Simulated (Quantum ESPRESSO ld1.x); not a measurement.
The numbers below are computed, except where a source is named.
All-electron atom: Eu+ in [Xe] 4f5.5 6s1 6p1.5 (fractional occupations, a model configuration).

Code: ld1.x of Quantum ESPRESSO 7.5. Model: non-relativistic Kohn-Sham, LDA (Slater exchange, Perdew-Wang correlation), spin-polarised, spherical densities, point nucleus; open shells are filled with parallel spins first; relativity is left out, which matters for an element this heavy.

Energy parts (hartree):
total: -10418.9825
kinetic: 10414.5431
electron-nucleus: -24681.2906
Hartree: 4073.3913
exchange-correlation: -225.6264

Orbitals (lengths in bohr, moments of r in powers of bohr):
orbital  occ.  eigenvalue (hartree)      <r^4>
1s up       1              -1673.13  1.521e-06
1s down     1              -1673.13  1.521e-06
2s up       1              -266.067  0.0002578
2s down     1              -266.062  0.0002577
2p up       3              -253.036  0.0001645
2p down     3              -253.032  0.0001644
3s up       1              -59.0296   0.009719
3s down     1              -58.9318   0.009687
3p up       3              -53.2375   0.008920
3p down     3              -53.1475   0.008886
3d up       5              -42.4044   0.006500
3d down     5              -42.3375   0.006463
4s up       1              -12.2228     0.2375
4s down     1              -12.0399     0.2383
4p up       3              -9.97455     0.2721
4p down     3              -9.79296     0.2735
4d up       5              -5.96710     0.3843
4d down     5              -5.78870     0.3896
4f up     5.5              -1.10042      1.634
4f down     0              -0.93769      1.926
5s up       1              -2.09055      7.313
5s down     1              -2.01019      7.632
5p up       3              -1.45276      11.67
5p down     3              -1.38512      12.14
6s up       1              -0.43243      277.8
6s down     0              -0.37063      310.7
6p up     1.5              -0.29975      534.6
6p down     0              -0.24288      696.9

The highest occupied level is 6p up at -8.157 eV. The configuration is held as typed, so some empty levels lie below it. Virial ratio -V/T = 2.00043. Summed over all electrons, <r^2> = 78.21 bohr^2, which gives a Langevin (diamagnetic) susceptibility term of -61.9 x 10^-6 cm^3/mol. Spin moment in Bohr magnetons: 8.
